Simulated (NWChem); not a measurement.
diglyme (C6H14O3); SMILES C(OC)COCCOC

```xyz
23

C     -0.2156     4.3525    -0.2663
O      0.7273     3.3900     0.1620
C      0.4938     2.0829    -0.3354
C     -0.5402     1.3228     0.5091
O     -0.8116     0.0277    -0.0010
C      0.1518    -0.9578     0.3306
C     -0.4047    -2.3007    -0.1215
O      0.5626    -3.2856     0.1767
C      0.1547    -4.5832    -0.1959
H      0.1121     5.3158     0.1338
H     -1.2323     4.1500     0.1028
H     -0.2537     4.4178    -1.3654
H      0.1620     2.1069    -1.3855
H      1.4607     1.5696    -0.3021
H     -1.4976     1.8544     0.4981
H     -0.1951     1.2738     1.5535
H      0.3348    -0.9773     1.4166
H      1.1164    -0.7804    -0.1675
H     -0.6195    -2.2673    -1.2025
H     -1.3552    -2.5035     0.3988
H     -0.0313    -4.6570    -1.2798
H      0.9648    -5.2665     0.0725
H     -0.7624    -4.8904     0.3328
```
Atoms are numbered in this order, from 1.

Coordinates come from a B3LYP/6-31G* (spherical d) optimisation. Not confirmed as a minimum by frequencies.

Task: Give the principal values of the shielding tensors (ppm) of C1, O2, C3, C4, O5 from PBE/pcSseg-1, GIAO (NWChem), with their diamagnetic and paramagnetic parts as GIAO splits them.

Result: 
| atom | σ11 | σ22 | σ33 | isotropic | diamagnetic | paramagnetic |
|---|---|---|---|---|---|---|
| C1 | 79.5 | 97.8 | 179.5 | 118.9 | 247.3 | -128.4 |
| O2 | 276.6 | 300.3 | 353.7 | 310.2 | 395.0 | -84.8 |
| C3 | 68.8 | 90.0 | 160.9 | 106.6 | 247.0 | -140.4 |
| C4 | 70.6 | 90.6 | 164.3 | 108.5 | 246.3 | -137.8 |
| O5 | 261.5 | 284.9 | 330.6 | 292.3 | 396.2 | -103.9 |
